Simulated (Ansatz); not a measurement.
C$_{2}$H$_{6}$IIn (`[CH3][In]([CH3])[I]`) at its PBE0-D4/def2-TZVP geometry, where that method's forces vanish. Charge 0, multiplicity 1. In, I takes the def2 core potential.

```xyz
10

C     1.9713    0.0353   -0.4404
In   -0.1358    0.3413   -0.2316
C    -1.7528   -0.6132    0.7939
I    -0.9717    2.5201   -1.5998
H     2.2667   -0.9629   -0.1181
H     2.2497    0.1866   -1.4834
H     2.4936    0.7774    0.1662
H    -2.0418    0.0076    1.6438
H    -2.6049   -0.6878    0.1182
H    -1.4743   -1.6044    1.1511
```

Question: What forces (eV/Å) does PBE-D4/def2-TZVPP give on these atoms in Ansatz? (An estimate is asked.)

Answer: Computed: 
```
C1   0.065 -0.010 -0.014
In2  0.012 -0.034  0.019
C3  -0.053 -0.031  0.026
I4  -0.059  0.157 -0.096
H5   0.039 -0.194  0.067
H6   0.041  0.033 -0.198
H7   0.086  0.146  0.114
H8  -0.047  0.126  0.154
H9  -0.154 -0.007 -0.135
H10  0.070 -0.186  0.063
```
